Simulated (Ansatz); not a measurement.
Computed with Ansatz.

A structure relaxed at PBE0-D4/def2-TZVP, charge 0, multiplicity 2:

```xyz
7

N     0.451   -0.804   -1.198
Ge    0.005   -0.045    0.441
O    -0.424    1.642    0.114
H     0.866   -1.731   -1.058
H    -1.208   -0.820    1.000
H     1.175    0.018    1.434
H    -0.867    1.739   -0.733
```

Q: Give its formula and SMILES.

A: GeH4NO, `[NH][GeH2][OH]`.

Q: Summarise the bond lengths by kind.

A: 1 × Ge–N 1.860 Å; 1 × H–N 1.025 Å; 1 × Ge–O 1.771 Å; 2 × Ge–H 1.536 to 1.544 Å; 1 × H–O 0.961 Å.
